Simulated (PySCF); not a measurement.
A mixed set of molecules.

All values: CAM-B3LYP/def2-SVPD (PySCF) at GFN2-xTB geometries, gas phase, one conformer each. Core orbitals are frozen in the response; Δα² is half the sum of the squared differences of the principal polarisabilities.

Question: Rank by mean static polarisability, highest first.
A. `C=CCPC=C`
B. `CC[Si]1(P)CSC1`
C. `CC1=CCPC1`
D. `N#C/C(=C\F)C[SiH3]`
E. `C#CCPCC`
F. `CC(C)[P@@H](C)=S`

Answer: B (17.42 Å³), F (14.10 Å³), A (13.20 Å³), E (12.36 Å³), C (12.03 Å³), D (11.75 Å³).

Question: Rank by polarisability anisotropy Δα, highest first.
A. `[CH3:1][CH:2]([CH3:3])[P@@H:4]([CH3:5])=[S:6]` with C1–C2–P4–C5 -70°
B. `[CH3:1][CH2:2][Si:3]1([PH2:4])[CH2:5][S:6][CH2:7]1` with C1–C2–Si3–P4 -41°, C2–Si3–P4–H 84° and 177°
C. `[CH3:1][C:2]1=[CH:3][CH2:4][PH:5][CH2:6]1` with C2–C3–C4–P5 -16°, C3–C4–P5–C6 20°, C4–P5–C6–C2 -20°, C1–C2–C6–P5 -166°
D. `[CH2:1]=[CH:2][CH2:3][PH:4][CH:5]=[CH2:6]` with C1–C2–C3–P4 112°, C2–C3–P4–C5 -168°, C3–P4–C5–C6 118°
E. `[CH:1]#[C:2][CH2:3][PH:4][CH2:5][CH3:6]` with C2–C3–P4–C5 -61°, C3–P4–C5–C6 -49°

Answer: D (6.10 Å³), B (4.23 Å³), C (3.85 Å³), E (3.28 Å³), A (2.44 Å³).

Question: Rank by dipole moment, highest first.
A. `[CH3:1][CH2:2][Si:3]1([PH2:4])[CH2:5][S:6][CH2:7]1` with C1–C2–Si3–P4 -41°, C2–Si3–P4–H 84° and 177°
B. `[CH2:1]=[CH:2][PH:3][CH:4]1[CH2:5][CH2:6]1` with C1–C2–P3–C4 121°, C2–P3–C4–C5 96°
C. `[CH3:1][C:2]1=[CH:3][CH2:4][PH:5][CH2:6]1` with C2–C3–C4–P5 -16°, C3–C4–P5–C6 20°, C4–P5–C6–C2 -20°, C1–C2–C6–P5 -166°
D. `[CH3:1][CH:2]([CH3:3])[P@@H:4]([CH3:5])=[S:6]` with C1–C2–P4–C5 -70°

Answer: D (4.61 D), A (2.10 D), C (1.45 D), B (1.19 D).

All values together:

```json
{"SMILES": "N#C/C(=C\\F)C[SiH3]", "formula": "C4H6FNSi", "μ (D)": "4.73", "HOMO (eV)": "-9.04", "LUMO (eV)": "-0.42", "α (Å³)": "11.75", "Δα (Å³)": "3.86", "electrons": "60", "α per electron (Å³)": "0.196"}
{"SMILES": "C=CPC1CC1", "formula": "C5H9P", "μ (D)": "1.19", "HOMO (eV)": "-7.97", "LUMO (eV)": "0.94", "α (Å³)": "12.57", "Δα (Å³)": "6.06", "electrons": "54", "α per electron (Å³)": "0.233"}
{"SMILES": "CC1=CCPC1", "formula": "C5H9P", "μ (D)": "1.45", "HOMO (eV)": "-8.02", "LUMO (eV)": "1.19", "α (Å³)": "12.03", "Δα (Å³)": "3.85", "electrons": "54", "α per electron (Å³)": "0.223"}
{"SMILES": "C=CCPC=C", "formula": "C5H9P", "μ (D)": "1.07", "HOMO (eV)": "-7.93", "LUMO (eV)": "0.84", "α (Å³)": "13.20", "Δα (Å³)": "6.10", "electrons": "54", "α per electron (Å³)": "0.244"}
{"SMILES": "C#CCPCC", "formula": "C5H9P", "μ (D)": "1.29", "HOMO (eV)": "-8.20", "LUMO (eV)": "1.15", "α (Å³)": "12.36", "Δα (Å³)": "3.28", "electrons": "54", "α per electron (Å³)": "0.229"}
{"SMILES": "CC[Si]1(P)CSC1", "formula": "C4H11PSSi", "μ (D)": "2.10", "HOMO (eV)": "-7.59", "LUMO (eV)": "0.68", "α (Å³)": "17.42", "Δα (Å³)": "4.23", "electrons": "80", "α per electron (Å³)": "0.218"}
{"SMILES": "CC(C)[P@@H](C)=S", "formula": "C4H11PS", "μ (D)": "4.61", "HOMO (eV)": "-7.76", "LUMO (eV)": "0.98", "α (Å³)": "14.10", "Δα (Å³)": "2.44", "electrons": "66", "α per electron (Å³)": "0.214"}
```

Conformers: `[N:1]#[C:2]/[C:3](=[CH:4]\[F:5])[CH2:6][SiH3:7]` with C2–C3–C6–Si7 76°; `[CH2:1]=[CH:2][PH:3][CH:4]1[CH2:5][CH2:6]1` with C1–C2–P3–C4 121°, C2–P3–C4–C5 96°; `[CH3:1][C:2]1=[CH:3][CH2:4][PH:5][CH2:6]1` with C2–C3–C4–P5 -16°, C3–C4–P5–C6 20°, C4–P5–C6–C2 -20°, C1–C2–C6–P5 -166°; `[CH2:1]=[CH:2][CH2:3][PH:4][CH:5]=[CH2:6]` with C1–C2–C3–P4 112°, C2–C3–P4–C5 -168°, C3–P4–C5–C6 118°; `[CH:1]#[C:2][CH2:3][PH:4][CH2:5][CH3:6]` with C2–C3–P4–C5 -61°, C3–P4–C5–C6 -49°; `[CH3:1][CH2:2][Si:3]1([PH2:4])[CH2:5][S:6][CH2:7]1` with C1–C2–Si3–P4 -41°, C2–Si3–P4–H 84° and 177°; `[CH3:1][CH:2]([CH3:3])[P@@H:4]([CH3:5])=[S:6]` with C1–C2–P4–C5 -70°.

Question: How closely does the mean polarisability follow the number of electrons in this set?

Answer: The correlation coefficient is 0.91; α per electron runs from 0.196 to 0.244 Å³.
